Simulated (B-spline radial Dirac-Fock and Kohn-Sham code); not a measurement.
## Sr 2s: cross section and angular parameters

System: the Sr atom, configuration [Kr] 5s2; threshold 2216.0 eV (tabulated edge). These are calculated numbers from an atomic code on a B-spline grid; the model is Dirac-Hartree-Slater photoionisation with a Latter tail; cross sections with all multipoles, angular parameters from the dipole term and its interference with E2.

```
hν (eV)  σ (kb)      β      γ
   2370    54.5  1.997  0.778
   2440    52.1  1.997  0.630
   2990    37.1  1.997  0.083
   3200    33.0  1.997  0.004
   5210    13.2  1.998  0.041
 5414.7    12.3  1.998  0.071
   6000    9.96  1.998  0.163
 8047.8       ?      ?      ?
 9251.7    3.93  1.997  0.700
   9570    3.65  1.997  0.750
  13100    1.77  1.997  1.263
  15000    1.28  1.997  1.509
```

Question: Give the values at Cu Kα (8047.8 eV).

Answer: σ = 5.34 kb, β = 1.998, γ = 0.507. For an s subshell δ is negligible.
